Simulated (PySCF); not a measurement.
## Electron correlation in Cr³⁺ (chromium, charge +3)

[Ar] 3d3, high-spin 4F determinant. Calculation: PySCF 2.14, in aug-cc-pVTZ-DK; the spin-free X2C one-electron Hamiltonian (Gaussian nucleus). Frozen: [Ar]; 3 electrons correlated.

```
  level  correlation energy (mhartree)
   CCSD                         -19.74
    (T)                          -0.05
CCSD(T)                         -19.79
```

Diagnostics: T1 = 0.0016, D1 = 0.0023, largest double amplitude 0.012.

Q: Is a single reference adequate?

A: Yes: T1 lies below 0.03 and no double amplitude reaches 0.07.
